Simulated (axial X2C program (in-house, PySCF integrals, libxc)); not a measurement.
## Low determinants of TiBr at the PBE0 level, scalar-relativistic

Calculated with an in-house relativistic program for diatomic molecules. Spin-free means the one-electron spin-free X2C Hamiltonian. Basis: Br dyall-v3z [8s9p6d1f], Ti dyall-v3z [10s10p6d3f2g] (cores contracted in-house); Gaussian nuclei, density fitting, unrestricted open shells. Masses: Br 78.918 u, Ti 47.948 u.

Search at 2.403 Å (vertical energies from the lowest determinant):

```tsv
ΔE (eV)	state	electrons beyond evenly filled partner blocks	electrons in σ, π, δ, φ
0.00	M_S = 3/2, Λ = 3	σα, π+α, δ+α	27 25 5 0
0.05	M_S = 3/2, Λ = 0	σα, δ+α, δ-α	27 24 6 0
0.13	M_S = 3/2, Λ = 1	σα, π-α, δ+α	27 25 5 0
0.28	M_S = 3/2, Λ = 0	σα, π+α, π-α	27 26 4 0
0.34	M_S = 3/2, Λ = 2	2 × σα, δ+α	28 24 5 0
0.47	M_S = 1/2, Λ = 2	δ+α	28 24 5 0
0.61	M_S = 1/2, Λ = 3	σβ, π+α, δ+α	27 25 5 0
```

Lowest determinant, M_S = 3/2, Λ = 3 (beyond evenly filled blocks: σα, π+α, δ+α): Re = 2.400 Å, ωe = 310.4 cm⁻¹.

The determinant in row 2 of the search, M_S = 3/2, Λ = 0 (beyond evenly filled blocks: σα, δ+α, δ-α), was followed along the bond at PBE0; measured from the minimum of the lowest determinant it gives:

Te = 0.044 eV (352 cm⁻¹), Re = 2.379 Å, ωe = 316.5 cm⁻¹.

Compare the bond of the determinant in row 2 with that of the lowest one.

At PBE0 its Re is 0.021 Å shorter and its force constant, which goes as ωe², is 1.04 times that of the lowest determinant. T0 ≈ Te + Δωe/2 = 352 + (3) = 355 cm⁻¹.

The search compares states at one distance, so a state with another bond length can lie lower; it is not exhaustive and yields mostly the lowest determinant of each block pattern, so other components and higher states of one pattern are missing. These are energies of single determinants, not of spin-adapted states; PBE0 term energies can be off by some tenths of an eV, and the functional has no current term. The lowest determinant need not be the ground state where others lie within half an eV.
